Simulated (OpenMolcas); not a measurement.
## P+: Slater's ratio, the spin-orbit constant, thermal populations, worked from levels

- Program: OpenMolcas
- Basis: ANO-RCC-VDZP [4s3p1d]
- Scalar Hamiltonian: DKH2, point nucleus
- Active space: 4 electrons in 4 orbitals (3s 3p)
- State averaging: 2S+1 = 3 even, 6 roots (3 in the spin-orbit step); 2S+1 = 1 even, 6 roots kept (CI in the orbitals of an earlier block); 2S+1 = 5 odd, 1 root; 2S+1 = 3 odd, 9 roots kept (CI in the orbitals of an earlier block); 2S+1 = 1 odd, 8 roots kept (CI in the orbitals of an earlier block)
- Spin-orbit coupling: state interaction with AMFI integrals over the reference wave functions, term energies averaged over their components

Methods: CASSCF; SS-CASPT2, IPEA 0.25 Eh, imaginary shift 0.1 Eh (closed shells correlated: 2s 2p). Measured levels: NIST Handbook of Basic Atomic Spectroscopic Data.

**Slater's ratio.** With one set of orbitals, p2 has ¹D - ³P = 6 F2 and ¹S - ¹D = 9 F2 (F2 = F²/25), a ratio of 3/2. Term energies are centres of gravity, weighted by 2J + 1.

```tsv
Source	¹D - ³P	¹S - ³P	F2 from the first	Ratio
CASSCF	11438	20699	1906	0.810
SS-CASPT2	9563	20901	1594	1.186
measured	8567	21260	1428	1.482
```

Energies in cm-1. A ratio away from 3/2 shows effects beyond one configuration with one set of orbitals, and in heavier atoms second-order spin-orbit shifts. In CASSCF the valence s occupation is 1.89 in ¹S against 1.97 in ¹D: mixing out of s² acts most on ¹S and pulls it down.

**The spin-orbit constant.** For the Hund term ³P of p2, E(J) = (A/2) J(J+1) + constant and ζ = 2S·A = 2A. From J = 0 to J = 2 the energy changes by 3 A.

```json
{"Source": "CASSCF", "E(2) - E(0)": "416.6", "A": "138.9", "ζ": "278"}
{"Source": "SS-CASPT2", "E(2) - E(0)": "415.8", "A": "138.6", "ζ": "277"}
{"Source": "measured", "E(2) - E(0)": "469.1", "A": "156.4", "ζ": "313"}
```

All in cm-1. SS-CASPT2 is off by -11.4 % and CASSCF by -11.2 %. Both methods take the spin-orbit matrix elements from the reference wave functions, so the second can move ζ only through the term energies and any multistate remixing. Second-order mixing with other terms is absorbed into this ζ.

**Thermal populations.** Z = Σ (2J + 1) exp(-E/kT) with k = 0.695035 cm-1/K, over the levels below. No other level of either list lies under 76700 cm-1, which is above 7 kT at each temperature.

```json
{"Level": "3s² 3p² ³P₀", "2J + 1": "1", "SS-CASPT2": "0.0", "measured": "0.0"}
{"Level": "3s² 3p² ³P₁", "2J + 1": "3", "SS-CASPT2": "145", "measured": "165"}
{"Level": "3s² 3p² ³P₂", "2J + 1": "5", "SS-CASPT2": "416", "measured": "469"}
{"Level": "3s² 3p² ¹D₂", "2J + 1": "5", "SS-CASPT2": "9840", "measured": "8882"}
{"Level": "3s² 3p² ¹S₀", "2J + 1": "1", "SS-CASPT2": "21180", "measured": "21576"}
{"Level": "3s 3p³ ⁵S°₂", "2J + 1": "5", "SS-CASPT2": "39700", "measured": "45697"}
{"Level": "3s 3p³ ³D°₂", "2J + 1": "5", "SS-CASPT2": "66830", "measured": "65272"}
{"Level": "3s 3p³ ³D°₁", "2J + 1": "3", "SS-CASPT2": "66830", "measured": "65251"}
{"Level": "3s 3p³ ³D°₃", "2J + 1": "7", "SS-CASPT2": "66840", "measured": "65307"}
```

```csv
T (K),"Z, SS-CASPT2","Z, measured levels","Ground level (%), SS-CASPT2","Ground level (%), measured levels"
5000,8.610,8.620,11.6,11.6
8000,9.440,9.542,10.6,10.5
12000,10.368,10.494,9.6,9.5
```

At 12000 K, kT = 8340 cm-1, and the computed levels give Z = 1.000 + 2.948 + 4.757 + 1.537 + 0.079 + 0.043 + 0.002 + 0.001 + 0.002 = 10.368.

Term energies are means over components that CASPT2 splits; among the terms shown or strongly mixed into the levels shown the widest spread is 780 cm-1 (3s 3p³ ³D°, SS-CASPT2). Over all roots computed the reference weight is 0.87 to 0.99 in SS-CASPT2; the roots of lowest weight are the least certain, and an intruder state may touch them. Terms from blocks run as CI alone lack orbitals of their own. Terms of s pⁿ other than that of highest spin mix with s² pⁿ⁻² d, which this space lacks; all of them can be thousands of cm-1 off, and some have no real level of that name. Without dynamic correlation excited terms often stand tens of per cent too high (terms of higher spin than the ground term too low), and those without a measured partner can miss by more than the paired ones (holds for CASSCF). Computed and measured levels are paired by configuration, term and J; levels that our copy of the source lacks, or whose pairing is in doubt (as where it misses far off the trend of its configuration), stay unpaired and out of the deviations. Levels of configurations outside the active space are missing.

° marks odd parity.
